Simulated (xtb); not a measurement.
CBr2ClF, SMILES BrC(F)(Br)Cl. All values are semi-empirical tight-binding results from xtb (GFN2-xTB unless named), good for trends rather than for accurate numbers. The structure is a stationary point at GFN2-xTB.

Optimised geometry:

```xyz
5

F     -1.6613     0.5831     0.0000
C     -0.3436     0.4224     0.0000
Cl     0.4455     2.0148     0.0000
Br     0.1349    -0.6005    -1.5867
Br     0.1349    -0.6005     1.5867
```

```yaml
point_group_as_xtb_finds_it: Cs
orbital_gap: 3.89 eV
zero_point_energy: 5.4 kcal/mol
G − E(el) at 298.15 K (modified RRHO): -15.1 kcal/mol
static polarisability (D4 model): 69.4 bohr³
solvation energy, GFN2-xTB/ALPB(water): 0.7 kcal/mol
solvation energy, GFN2-xTB/ALPB(ch2cl2): -3.9 kcal/mol
```

### Question
Give the atomic charges and the Wiberg bond orders between heavy atoms. (An estimate is asked for; the answer gives what the named calculation found.)

### Answer
charges (e) F1 -0.15, C2 0.34, Cl3 -0.09, Br4 -0.05, Br5 -0.05. Bond orders F1–C2 1.02, C2–Cl3 0.97, C2–Br4 0.95, C2–Br5 0.95.
